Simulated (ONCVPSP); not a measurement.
## Pseudopotential generation for Ge (Z = 32): ONCV, LDA (Perdew-Zunger), scalar-relativistic.

The input file (ONCVPSP 4.0.1):

```
# ATOM AND REFERENCE CONFIGURATION
# atsym  z   nc   nv     iexc    psfile
  Ge 32.00    3    5        3      upf
#
#   n    l    f
    1    0    2.00
    2    0    2.00
    2    1    6.00
    3    0    2.00
    3    1    6.00
    3    2   10.00
    4    0    2.00
    4    1    2.00
#
# PSEUDOPOTENTIAL AND OPTIMIZATION
# lmax
    2
#
#   l,   rc,      ep,       ncon, nbas, qcut
    0    1.15    0.00    3    6   12.80
    1    1.00    0.00    3    6   16.90
    2    0.90    0.00    4    8   21.10
#
# LOCAL POTENTIAL
# lloc, lpopt,  rc(5),   dvloc0
    4    5    0.85    6.00
#
# VANDERBILT-KLEINMAN-BYLANDER PROJECTORs
# l, nproj, debl
    0    2    0.50
    1    2    0.70
    2    2    0.40
#
# MODEL CORE CHARGE
# icmod, fcfact, rcfact
    3    1.75    1.45
#
# LOG DERIVATIVE ANALYSIS
# epsh1, epsh2, depsh
   -8.00    5.00    0.04
#
# OUTPUT GRID
# rlmax, drl
    6.00    0.01
#
# TEST CONFIGURATIONS
# ncnf
    4
# nvcnf
#   n    l    f
    5
    3    0    2.00
    3    1    6.00
    3    2   10.00
    4    0    2.00
    4    1    1.00
#
    5
    3    0    2.00
    3    1    6.00
    3    2   10.00
    4    0    2.00
    4    1    0.00
#
    5
    3    0    2.00
    3    1    6.00
    3    2   10.00
    4    0    1.00
    4    1    0.00
#
    5
    3    0    2.00
    3    1    6.00
    3    2    9.00
    4    0    2.00
    4    1    2.00
#
```

Command:

```bash
oncvpsp.x < Ge.dat > Ge.out
```

Resulting log (shortened: citation, most of the input echo, consistency checks and plot data are left out):

```
ONCVPSP  (Optimized Norm-Conservinng Vanderbilt PSeudopotential)
scalar-relativistic version 4.0.1

#   n    l    f        energy (Ha)
    1    0    2.00    -4.0208063E+02
    2    0    2.00    -5.0326443E+01
    2    1    6.00    -4.4027922E+01
    3    0    2.00    -6.1640931E+00
    3    1    6.00    -4.2401298E+00
    3    2   10.00    -1.0860681E+00
    4    0    2.00    -4.3912683E-01
    4    1    2.00    -1.4892182E-01

Reference configufation results
  iterations    27
  all-electron total energy (Ha)   -2.09589639D+03

Begin loop to  construct optimized pseudo wave functions
and semi-local pseudopoentials for all angular momenta

Calculating optimized projector #   1

 for l=   0

    Fraction of norm inside rc  0.971857
    Optimizing pswf for qcut=  12.81 a_B^-1,  ecut=  82.00 Ha
    Residual kinetic energy error=  1.14D-07 Ha

    Energy error per electron        Cutoff
         Ha          eV             Ha
         0.01000     0.27211       28.46
         0.00100     0.02721       44.74
         0.00010     0.00272       55.28
         0.00001     0.00027       63.14

Calculating optimized projector #   2

 for l=   0

    Fraction of norm inside rc  0.077712
    Optimizing pswf for qcut=  12.81 a_B^-1,  ecut=  82.00 Ha
    Residual kinetic energy error=  2.58D-08 Ha

    Energy error per electron        Cutoff
         Ha          eV             Ha
         0.01000     0.27211       14.32
         0.00100     0.02721       41.56
         0.00010     0.00272       54.72
         0.00001     0.00027       64.53

Calculating optimized projector #   1

 for l=   1

    Fraction of norm inside rc  0.901401
    Optimizing pswf for qcut=  16.92 a_B^-1,  ecut= 143.13 Ha
    Residual kinetic energy error=  8.23D-09 Ha

    Energy error per electron        Cutoff
         Ha          eV             Ha
         0.01000     0.27211       49.00
         0.00100     0.02721       61.87
         0.00010     0.00272       72.55
         0.00001     0.00027       82.07

Calculating optimized projector #   2

 for l=   1

    Fraction of norm inside rc  0.022816
    Optimizing pswf for qcut=  16.92 a_B^-1,  ecut= 143.13 Ha
    Residual kinetic energy error=  3.23D-10 Ha

    Energy error per electron        Cutoff
         Ha          eV             Ha
         0.01000     0.27211       32.46
         0.00100     0.02721       46.87
         0.00010     0.00272       59.44
         0.00001     0.00027       69.81

WARNING wellstate: negative energy specified for n= 4 l=  2
WARNING scattering state with energy  0.25000000
WARNING will be used for the first projector

   Wellstate for l =  2  n =  4
     eigenvalue =   0.2500
     asymptotic potential =   0.7500
     half-point radius =  6.2868

Calculating optimized projector #   1

 for l=   2

    Fraction of norm inside rc  0.735261
    Optimizing pswf for qcut=  21.10 a_B^-1,  ecut= 222.50 Ha
    Residual kinetic energy error=  1.29D-08 Ha

    Energy error per electron        Cutoff
         Ha          eV             Ha
         0.01000     0.27211      124.94
         0.00100     0.02721      149.11
         0.00010     0.00272      169.79
         0.00001     0.00027      186.46

Calculating optimized projector #   2

 for l=   2

    Fraction of norm inside rc  0.017953
    Optimizing pswf for qcut=  21.10 a_B^-1,  ecut= 222.50 Ha
    Residual kinetic energy error=  6.52D-10 Ha

    Energy error per electron        Cutoff
         Ha          eV             Ha
         0.01000     0.27211       82.03
         0.00100     0.02721      114.87
         0.00010     0.00272      142.48
         0.00001     0.00027      165.12

Construct Vanderbilt / Kleinmman-Bylander projectors

B matrix Hermiticity error, ll=   0
   1   2    1.0142E-03

  Orthonormal projector coefficients  9.1158E+00 -4.1379E-01

B matrix Hermiticity error, ll=   1
   1   2    4.8817E-04

  Orthonormal projector coefficients -4.9427E+00 -6.4494E-01

B matrix Hermiticity error, ll=   2
   1   2    1.0942E-04

  Orthonormal projector coefficients -3.0222E+01 -7.6290E+00

Model core correction analysis
  based on d2Exc/dn_idn_j

d2excae - all-electron derivatives

   -4.422332D-02   -4.183904D-02   -3.445156D-02   -3.125551D-03
   -1.444804D-03
   -4.183912D-02   -4.068396D-02   -3.381249D-02   -3.629888D-03
   -1.674836D-03
   -3.445185D-02   -3.381276D-02   -3.244023D-02   -6.284871D-03
   -3.027396D-03
   -3.125632D-03   -3.629969D-03   -6.284367D-03   -2.891894D-02
   -2.276699D-02
   -1.444816D-03   -1.674838D-03   -3.027150D-03   -2.276639D-02
   -2.449944D-02

d2excps - pseudofunction derivatives with no core correction

   -5.034115D-02   -4.436597D-02   -3.940153D-02   -3.825705D-03
   -1.670599D-03
   -4.436625D-02   -4.304517D-02   -3.871025D-02   -3.828636D-03
   -1.792308D-03
   -3.940187D-02   -3.871048D-02   -3.600810D-02   -6.572714D-03
   -3.214311D-03
   -3.825921D-03   -3.828721D-03   -6.572215D-03   -2.898330D-02
   -2.278214D-02
   -1.670628D-03   -1.792312D-03   -3.214068D-03   -2.278154D-02
   -2.450513D-02

rms 2nd derivative error    2.583907E-03

rmatch, rhocmatch    0.2987  145.0599

Teter function model core charge with specified parameters

d2excps - pseudofunction derivatives with core correction

   -4.422213D-02   -4.169943D-02   -3.728384D-02   -3.308996D-03
   -1.540474D-03
   -4.169942D-02   -4.144951D-02   -3.730156D-02   -3.611492D-03
   -1.717011D-03
   -3.728401D-02   -3.730179D-02   -3.471854D-02   -6.403005D-03
   -3.148537D-03
   -3.309074D-03   -3.611570D-03   -6.402501D-03   -2.893944D-02
   -2.277145D-02
   -1.540484D-03   -1.717012D-03   -3.148292D-03   -2.277086D-02
   -2.450154D-02

rms 2nd derivative error    1.361662E-03

Pseudoatom total energy -293.947586

Diagnostic tests using Vanderbilt-Kleinman-Bylander pseudopotentials
  1 or more projectors used as specified by nproj input data

   l    rcore       rmatch      e in        delta e   norm test  slope test

   0   1.1546115   1.1896681  -6.1640931   0.0000042   1.0003946   1.0003595
   0   1.1546115   1.1896681  -0.4391268   0.0000108   1.0000451   1.0000333

   1   1.0001943   1.0305623  -4.2401298  -0.0001046   1.0003106   1.0003114
   1   1.0001943   1.0305623  -0.1489218   0.0000116   1.0000821   1.0001012

   2   0.9034803   0.9309119  -1.0860681  -0.0000228   1.0002260   1.0002528
   2   0.9034803   0.9309119   0.2500000  -0.0000158   1.0004014   1.0004014

 Testing for bound ghosts
   n   l    E NL Schr. Eq   E Basis Diag.   E Cutoff

   1   0       -6.164089       -6.164024     96.73
   2   0       -0.439116       -0.339455     96.73

   2   1       -4.240234       -4.240193    155.63
   3   1       -0.148910        0.258228    155.63

   3   2       -1.086091       -1.079725    422.11

 Testing for highly-localized positive-energy ghosts
       l    <radius>/rc     E Basis Diag.   E Cutoff

Test configuration 0

   n   l     f        eae           eps        diff
   1   0  2.0000 -402.08062977
   2   0  2.0000  -50.32644349
   2   1  6.0000  -44.02792195
   3   0  2.0000   -6.16409306   -6.16408889    4.17D-06
   3   1  6.0000   -4.24012984   -4.24023449   -1.05D-04
   3   2 10.0000   -1.08606808   -1.08609091   -2.28D-05
   4   0  2.0000   -0.43912683   -0.43911605    1.08D-05
   4   1  2.0000   -0.14892182   -0.14891023    1.16D-05

    Total energies and differences
      AE_ref= -2.09589639D+03  AE_tst= -2.09589639D+03  dif=  0.00D+00
      PS_ref= -2.93947586D+02  PS_tst= -2.93947586D+02  dif=  1.76D-12
      PSP excitation error= -1.76D-12

Test configuration 1

   n   l     f        eae           eps        diff
   1   0  2.0000 -402.41758753
   2   0  2.0000  -50.66042885
   2   1  6.0000  -44.36231138
   3   0  2.0000   -6.49785183   -6.49771187    1.40D-04
   3   1  6.0000   -4.57387974   -4.57388855   -8.81D-06
   3   2 10.0000   -1.41893132   -1.41897301   -4.17D-05
   4   0  2.0000   -0.74035930   -0.74033419    2.51D-05
   4   1  1.0000   -0.42168356   -0.42166037    2.32D-05

    Total energies and differences
      AE_ref= -2.09589639D+03  AE_tst= -2.09561576D+03  dif=  2.81D-01
      PS_ref= -2.93947586D+02  PS_tst= -2.93666934D+02  dif=  2.81D-01
      PSP excitation error= -1.97D-05

Test configuration 2

   n   l     f        eae           eps        diff
   1   0  2.0000 -402.82896647
   2   0  2.0000  -51.06524012
   2   1  6.0000  -44.76797458
   3   0  2.0000   -6.90170724   -6.90137632    3.31D-04
   3   1  6.0000   -4.97763329   -4.97746170    1.72D-04
   3   2 10.0000   -1.82065486   -1.82075101   -9.61D-05
   4   0  2.0000   -1.08907448   -1.08902290    5.16D-05

    Total energies and differences
      AE_ref= -2.09589639D+03  AE_tst= -2.09503822D+03  dif=  8.58D-01
      PS_ref= -2.93947586D+02  PS_tst= -2.93089346D+02  dif=  8.58D-01
      PSP excitation error= -6.83D-05

Test configuration 3

   n   l     f        eae           eps        diff
   1   0  2.0000 -403.35941620
   2   0  2.0000  -51.58307756
   2   1  6.0000  -45.28693060
   3   0  2.0000   -7.41953739   -7.41955613   -1.87D-05
   3   1  6.0000   -5.49488862   -5.49466181    2.27D-04
   3   2 10.0000   -2.33266366   -2.33313702   -4.73D-04
   4   0  1.0000   -1.50304580   -1.50298802    5.78D-05

    Total energies and differences
      AE_ref= -2.09589639D+03  AE_tst= -2.09374397D+03  dif=  2.15D+00
      PS_ref= -2.93947586D+02  PS_tst= -2.91795013D+02  dif=  2.15D+00
      PSP excitation error= -1.54D-04

Test configuration 4

   n   l     f        eae           eps        diff
   1   0  2.0000 -402.86765373
   2   0  2.0000  -51.15368950
   2   1  6.0000  -44.85151548
   3   0  2.0000   -6.90895776   -6.91407829   -5.12D-03
   3   1  6.0000   -4.97672876   -4.97785999   -1.13D-03
   3   2  9.0000   -1.80014531   -1.79771400    2.43D-03
   4   0  2.0000   -0.84419454   -0.84443905   -2.45D-04
   4   1  2.0000   -0.49145905   -0.49146061   -1.56D-06

    Total energies and differences
      AE_ref= -2.09589639D+03  AE_tst= -2.09446514D+03  dif=  1.43D+00
      PS_ref= -2.93947586D+02  PS_tst= -2.92517118D+02  dif=  1.43D+00
      PSP excitation error=  7.80D-04
```

The run took about 3.5 s on one core of a shared server CPU.
